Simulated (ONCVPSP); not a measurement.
Logarithmic derivatives: Ba (Z = 56), ONCV

barium (Ba), optimised norm-conserving Vanderbilt (ONCV), made with ONCVPSP 4.0.1 (PBE, fully relativistic). Core [Kr] 4d10 5s2, reference 5p6 6s2. Waves: 6s: rc 4.00 bohr, ncon 4, nbas 8, qcut 1.7 1/bohr, 1 projector; 5p: rc 3.00 bohr, ncon 4, nbas 8, qcut 3.7 1/bohr, 2 projectors, debl 1.3 Ha; d scattering state at 0.1 Ha: rc 4.10 bohr, ncon 4, nbas 7, qcut 2.4 1/bohr, 2 projectors, debl 3.1 Ha. Local part: polynomial inside 3.00 bohr (lpopt 5, dvloc0 -1 Ha). Core correction: Teter function, fcfact 5, rcfact 1.15.

Open shells are filled in proportion to 2j + 1.

In the d channel the program set the typed energies aside and used -0.072, 3.028 Ha (j = l + 1/2; the other j can differ).

The phase is arctan(r·R′/R) of the radial function R(r), unwrapped; energies in Ha, scanned from -2 to 5 Ha. A pole is an energy at which the radial function vanishes at the test radius. The pseudo phase is shifted by a multiple of π to meet the all-electron one at the reference energy, and phase errors are pseudo minus all-electron; the curves can meet again beyond the range given. Levels narrower than the energy grid can be missing from the lists of poles.

Question: For each channel, where are the poles, and over which energies does the pseudopotential scatter like the atom?

Answer:

```
channel  radius (bohr)  reference energy (Ha)  poles, all-electron            poles, pseudo  unbroken range about the reference energy with phases within 0.05 rad  phase error 1 Ha above the reference energy (rad)
      s           4.07                  -0.12    -1.22, 0.42, 2.40  -1.35, 0.33, 1.19, 3.18                                                            -1.2 to 0.4                                             -2.722
   p3/2           3.05                  -0.66          -0.51, 2.19        -0.51, 2.08, 4.45                                                              below 2.6                                             -0.001
   p1/2           3.05                  -0.74          -0.61, 2.04        -0.61, 1.96, 4.46                                                              below 2.5                                             -0.002
   d5/2           4.16                  -0.07     0.07, 1.35, 3.42               0.13, 3.49                                                            -0.1 to 0.0                                             +2.629
   d3/2           4.16                  -0.07     0.06, 1.34, 3.39         0.12, 3.12, 3.49                                                            -0.1 to 0.0                                             +2.623
```

Note: ghosts flagged at negative energy: s at -37.0 eV; GHOST(+) flagged for d5/2 at 84.1 eV, d3/2 at 85.5 eV. A true bound ghost makes a file unfit for plane-wave use.

Phases in the d3/2 channel:

```csv
E (Ha),all-electron,pseudo
-1.98,1.431,1.437
-1.80,1.423,1.431
-1.62,1.413,1.422
-1.44,1.402,1.413
-1.26,1.387,1.401
-1.08,1.368,1.386
-0.90,1.342,1.366
-0.72,1.303,1.336
-0.54,1.236,1.284
-0.36,1.078,1.162
-0.18,0.176,0.356
0.00,-1.441,-1.414
0.18,-1.746,-1.618
0.36,-2.099,-1.700
0.54,-3.495,-1.762
0.72,-4.345,-1.829
0.90,-4.543,-1.920
1.08,-4.633,-2.070
1.26,-4.691,-2.379
1.44,-4.740,-3.078
1.62,-4.791,-3.859
1.80,-4.864,-4.225
1.98,-5.019,-4.392
2.16,-5.791,-4.485
2.34,-7.378,-4.543
2.52,-7.643,-4.585
2.70,-7.732,-4.616
2.88,-7.779,-4.643
3.06,-7.811,-4.670
3.24,-7.835,-7.819
3.42,-7.857,-7.844
3.60,-7.879,-7.870
3.78,-7.902,-7.907
3.96,-7.933,-7.976
4.14,-7.978,-8.260
4.32,-8.068,-10.513
4.50,-8.369,-10.821
4.68,-10.145,-10.891
4.86,-10.722,-10.924
```
